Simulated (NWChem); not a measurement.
Species: CH₂O₄Si; SMILES O1[SiH](OC1=O)O

```xyz
8

O      0.3454    -2.3815     0.0000
C      0.0850    -1.2314     0.0000
O     -0.1025    -0.4043    -1.0794
Si    -0.4302     0.8759     0.0000
O      0.5885     2.1413     0.0000
O     -0.1025    -0.4043     1.0794
H     -1.7971     1.4051     0.0000
H      1.5414     2.0010     0.0000
```
Atoms are numbered in this order, from 1.

Level: PBE0/def2-SVP (NWChem), optimised geometry, unscaled harmonic frequencies. 

```csv
frequency (cm⁻¹),IR intensity (km/mol)
134,4.9
200,8.3
353,39.6
369,143.4
528,4.6
607,37.0
675,1.1
747,1.0
768,116.7
813,28.2
886,168.0
918,137.7
981,163.5
1040,169.2
1198,393.5
2023,627.0
2394,54.7
3921,166.7
```

```
Property                                                                           Result
-----------------------------------------------------------------------  ----------------
zero-point energy                                                           26.5 kcal/mol
thermal correction to the enthalpy at 298.15 K (with zero-point energy)     30.7 kcal/mol
heat capacity Cv                                                         19.9 cal/(mol K)
entropy at 298.15 K and 1 atm (symmetry number 1)                        76.2 cal/(mol K)
dipole moment                                                                      3.97 D
```

Rigid rotor and harmonic oscillator.
